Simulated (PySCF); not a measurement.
## Nuclear quadrupole coupling in `[H]/N=C\c1cccc(N[SiH3])c1`

Species: C7H10N2Si.
Z-matrix (Å and degrees, GFN2-xTB geometry), rows numbered from 1:
```
N 
C   1  1.2594
C   2  1.4671  1  129.64
C   3  1.3957  2  119.06  1  -179.14
C   4  1.3819  3  119.84  2   179.58
C   5  1.3816  4  120.50  3    -0.13
C   6  1.3979  5  120.65  4     0.20
N   7  1.3759  6  120.26  5  -179.79
Si  8  1.7325  7  128.82  6  -179.85
C   3  1.3911  2  121.56  1     0.62
H   1  1.0199  2  115.00  3    -0.11
H   2  1.0883  1  115.49  3  -179.78
H   4  1.0800  3  119.81  2    -0.37
H   5  1.0801  4  120.04  3   179.99
H   6  1.0817  5  120.05  4  -179.84
H   8  1.0087  7  112.60  6     0.34
H   9  1.4657  8  110.02  7    62.09
H   9  1.4654  8  110.10  7   -59.36
H   9  1.4591  8  103.01  7  -178.56
H  10  1.0804  3  120.27  2     0.61
```

Field gradients from the PBE0/pcSseg-1 density (PySCF, non-relativistic), principal values in atomic units, ordered |Vxx| ≤ |Vyy| ≤ |Vzz|:

```json
{"atom": "N1", "Vxx": "0.3109", "Vyy": "0.6775", "Vzz": "-0.9884"}
{"atom": "N8", "Vxx": "0.2848", "Vyy": "0.6322", "Vzz": "-0.9170"}
```

Task: Find the asymmetry η = (Vxx − Vyy)/Vzz and the couplings χ = eQV/h (234.96 MHz × Q in barn × V in au), with Q(14N) = 0.02044 b.

Result: 
```tsv
atom	environment	nucleus	η	χzz (MHz)	χxx (MHz)	χyy (MHz)
N1	imine nitrogen	14N	0.37	-4.747	1.493	3.254
N8	silicon-bound nitrogen	14N	0.38	-4.404	1.368	3.036
```

Task: What is Vzz at N1 in SI units (1 au = 9.71736 × 10²¹ V/m²)?

Result: -0.9884 au = -9.605 × 10²¹ V/m².

Task: And the gradient at the other heavy atoms, for which no coupling is worked out here?

Result: 
```
atom                       environment  Vzz (au)     η
  C2                      imine carbon     0.412  0.32
  C3       substituted aromatic carbon     0.312  0.24
  C4                aromatic CH carbon     0.265  0.22
  C5                aromatic CH carbon     0.341  0.16
  C6                aromatic CH carbon     0.218  0.45
  C7  aromatic carbon bearing nitrogen    -0.314  0.82
 Si9                      SiH3 silicon     0.422  0.03
 C10                aromatic CH carbon     0.186  0.39
```

Task: What couplings would deuterons (Q(2H) = 0.00286 b) have in place of the hydrogens, at this geometry?

Result: 
```json
{"atom": "H11", "bonded to": "N1", "bond length (Å)": "1.020", "Vzz (au)": "0.3859", "η": "0.03", "χzz (kHz)": "259"}
{"atom": "H12", "bonded to": "C2", "bond length (Å)": "1.088", "Vzz (au)": "0.3066", "η": "0.05", "χzz (kHz)": "206"}
{"atom": "H13", "bonded to": "C4", "bond length (Å)": "1.080", "Vzz (au)": "0.3273", "η": "0.08", "χzz (kHz)": "220"}
{"atom": "H14", "bonded to": "C5", "bond length (Å)": "1.080", "Vzz (au)": "0.3264", "η": "0.06", "χzz (kHz)": "219"}
{"atom": "H15", "bonded to": "C6", "bond length (Å)": "1.082", "Vzz (au)": "0.3255", "η": "0.10", "χzz (kHz)": "219"}
{"atom": "H16", "bonded to": "N8", "bond length (Å)": "1.009", "Vzz (au)": "0.4121", "η": "0.20", "χzz (kHz)": "277"}
{"atom": "H17", "bonded to": "Si9", "bond length (Å)": "1.466", "Vzz (au)": "0.1580", "η": "0.03", "χzz (kHz)": "106"}
{"atom": "H18", "bonded to": "Si9", "bond length (Å)": "1.465", "Vzz (au)": "0.1582", "η": "0.03", "χzz (kHz)": "106"}
{"atom": "H19", "bonded to": "Si9", "bond length (Å)": "1.459", "Vzz (au)": "0.1635", "η": "0.05", "χzz (kHz)": "110"}
{"atom": "H20", "bonded to": "C10", "bond length (Å)": "1.080", "Vzz (au)": "0.3275", "η": "0.14", "χzz (kHz)": "220"}
```

Isolated species at its GFN2-xTB geometry (one conformer only). GFN2-xTB bond lengths can be off by several hundredths of an ångström, more for odd bonds, and the gradients follow them. With so small a basis the couplings can be 20 % off.
